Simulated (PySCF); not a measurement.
**Stretching AsC⁺**

Set-up: As pcseg-1, C pcseg-1; no relativity (PySCF 2.14). Energies in eV from As⁺ + C in their ground configurations at the same level. State: ³Π (triplet), unpaired electrons σ ↑, π ↑.

| R (Å) | B2PLYP | MN15 |
| --- | --- | --- |
| 1.504 | -2.081 | -2.281 |
| 1.574 | -2.948 | -3.102 |
| 1.644 | -3.422 | -3.545 |
| 1.696 | -3.581 | -3.694 |
| 1.749 | -3.616 | -3.730 |
| 1.802 | -3.563 | -3.679 |
| 1.871 | -3.404 | -3.522 |
| 1.959 | -3.122 | -3.237 |
| 2.064 | -2.722 | -2.843 |
| 2.204 | -2.147 | -2.321 |

Problem. Put a parabola through the three lowest points of the B2PLYP curve and estimate Re, k and ωe (reduced mass 10.34 u; 1 eV/Å² = 0.16022 mdyn/Å; ωe = 1302.8·√(k/μ) cm⁻¹).

Solution. Through R = 1.696, 1.749, 1.802 Å the second-order coefficient is 15.7 eV/Å², so Re ≈ 1.744 Å, k ≈ 5.02 mdyn/Å and ωe ≈ 908 cm⁻¹. A polynomial fit of higher order to the unrounded B2PLYP energies gives Re = 1.741 Å, k = 5.38 mdyn/Å, ωe = 939 cm⁻¹; anharmonicity and rounding make the difference.

The higher-order fit for each curve: B2PLYP: Re = 1.741 Å, ωe = 939 cm⁻¹, De = 3.62 eV; MN15: Re = 1.742 Å, ωe = 918 cm⁻¹, De = 3.73 eV.

Correlated steps freeze 10 core orbitals. ⟨S²⟩ of the unrestricted solution departs from its pure value on part of the curve, where spin states mix. Spin–orbit coupling is left out. For an ion De counts to the pair picked by the measured ionisation energies or electron affinities, which need not be the lowest pair at this level. B2PLYP dipoles, levels and charges come from its SCF part alone. The state was picked by a PBE0 search and need not be the measured ground state.
